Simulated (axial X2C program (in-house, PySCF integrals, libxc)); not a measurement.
# GeSb: properties at the nuclei

Calculated with an in-house all-electron X2C program for linear molecules (integrals from PySCF): two-component X2C with atomic mean-field Coulomb and Gaunt terms, Gaussian nuclei, basis Sb dyall-cv3z, Ge dyall-cv3z with contracted cores.

R = 2.441 Å (near the PBE0 minimum at charge 0 of the determinant lowest at the starting distance; the state shown can have its own minimum elsewhere).

Determinant lowest in the PBE0 search, Ω = 3/2 (⟨Sz⟩ = 0.50, ⟨Lz⟩ = 1.00 at PBE0), spin on the atoms Sb 0.35, Ge 0.15:

```
 level  Eeff magnitude (GV/cm)  Ws magnitude Sb (kHz)  A∥/gI Sb (MHz)  qzz Sb (a.u.)  A∥/gI Ge (MHz)  qzz Ge (a.u.)  μ (D)
  PBE0                   0.411                  0.112             203          -4.80            91.1          -3.92   0.48
    HF                    1.95                   0.63            -284          -5.03             324          -3.97   0.47
r2SCAN                   0.506                   0.15             215          -4.89            87.5          -3.82   0.34
 PBE50                   0.541                  0.157             159          -4.72             103          -4.19   0.65
 TPSSh                   0.395                  0.104             221          -4.71            94.4          -3.80   0.40
```

Determinant 1.49 eV from it at PBE0 and this distance, Ω = 1/2 (⟨Sz⟩ = 1.47, ⟨Lz⟩ = -0.97 at PBE0), spin on the atoms Sb 0.87, Ge 0.60:

| level | Eeff magnitude (GV/cm) | Ws magnitude Sb (kHz) | Ws magnitude Ge (kHz) | A∥/gI Sb (MHz) | qzz Sb (a.u.) | A∥/gI Ge (MHz) | qzz Ge (a.u.) | μ (D) |
| --- | --- | --- | --- | --- | --- | --- | --- | --- |
| PBE0 | 1.28 | 1.22 | 0.312 | -2130 | -6.13 | -1390 | -2.47 | -0.66 |
| HF | 0.0133 | 0.309 | 0.347 | -1900 | -5.88 | -1310 | -2.93 | -0.33 |
| r2SCAN | 0.265 | 0.0352 | 0.297 | -2450 | -6.44 | -1490 | -2.50 | -0.85 |
| PBE50 | 1.11 | 1.02 | 0.329 | -2050 | -6.03 | -1370 | -2.60 | -0.55 |
| TPSSh | 1.04 | 0.984 | 0.292 | -2110 | -6.13 | -1340 | -2.40 | -0.74 |

Eeff is the effective electric field on the electron electric dipole moment in this Ω state and Ws the scalar–pseudoscalar constant of the nucleus named (defined with the proton number Z and per Ω); A∥ (defined per Ω) follows by multiplying with gI = μI/(I μN); qzz is the electric field gradient, eQq0 = 234.96 MHz × Q/barn × qzz; μ is positive if the Ge end (last atom) is positive. The operators were transformed with the bare-nucleus X2C matrices; with these basis sets, hyperfine constants and field gradients can be off by tens of per cent, and where levels differ in sign neither size nor sign is settled.

(1) With Q(121Sb) = -0.543 barn, Q(73Ge) = -0.196 barn (Q from Pyykkö, Mol. Phys. 2018), turn the PBE0 values of the first state into constants in MHz.

Each state is one determinant with collinear spin, which with several unpaired electrons need not be a pure state. Unrestricted Hartree–Fock can overshoot spin polarisation at the nuclei. In the state Ω = 1/2 the sign of Eeff differs between levels (HF against PBE0). With several open shells hyperfine constants can be off by a factor of several. Where Eeff spreads by more than a factor of two the levels disagree and none is to be relied on. The search compared states at one distance, so a state with another bond length can lie lower. The sign of Ws at Ge differs between levels in the first state. The sign of Ws at Sb differs between levels in the second state. Further determinants of the search, some of them spin-mixed, are not shown. Where a field gradient or hyperfine factor spreads by more than a factor of two over the levels, a constant derived from it is not to be relied on. PBE0 term energies can be off by some tenths of an eV.

Answers

(1) eQq0(121Sb) = 234.96 × (-0.543) × (-4.80) = 612 MHz; eQq0(73Ge) = 234.96 × (-0.196) × (-3.92) = 181 MHz.
